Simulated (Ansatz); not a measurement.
One change: `[CH3][AlH][SiH2][SeH]` becomes `[CH3][AlH][SiH2]S`.

Ansatz, PBE0-D4/def2-TZVP geometries, multiplicity 1. Each molecule was computed in one conformer, which needn't be the lowest.

Scalar relativity is left out up to krypton.

```json
{"property": "HOMO–LUMO gap (PBE0/def2-TZVPP) / eV", "`[CH3][AlH][SiH2][SeH]`": "5.00"}
{"property": "LUMO energy (PBE0/def2-TZVPP) / eV", "`[CH3][AlH][SiH2][SeH]`": "-1.85"}
{"property": "LUMO energy (PBE/def2-TZVPP) / eV", "`[CH3][AlH][SiH2][SeH]`": "-2.60"}
{"property": "HOMO–LUMO gap (PBE/def2-TZVPP) / eV", "`[CH3][AlH][SiH2][SeH]`": "3.11"}
{"property": "HOMO–LUMO gap (ωB97M-V/def2-TZVPP) / eV", "`[CH3][AlH][SiH2][SeH]`": "8.77"}
{"property": "HOMO energy (PBE0/def2-TZVPP) / eV", "`[CH3][AlH][SiH2][SeH]`": "-6.85"}
```

Q: Give the same properties after the change, and the shifts. (An estimate is asked.)

A: The calculation gave: 
```
                               property  `[CH3][AlH][SiH2]S`  shift
   HOMO–LUMO gap (PBE0/def2-TZVPP) / eV                 5.43   0.43
     LUMO energy (PBE0/def2-TZVPP) / eV                -1.81   0.04
      LUMO energy (PBE/def2-TZVPP) / eV                -2.57   0.03
    HOMO–LUMO gap (PBE/def2-TZVPP) / eV                 3.45   0.34
HOMO–LUMO gap (ωB97M-V/def2-TZVPP) / eV                 9.24   0.47
     HOMO energy (PBE0/def2-TZVPP) / eV                -7.24  -0.39
```

Spin–orbit coupling is left out; it splits and shifts lone-pair levels of the heavy atoms by tenths of an eV.
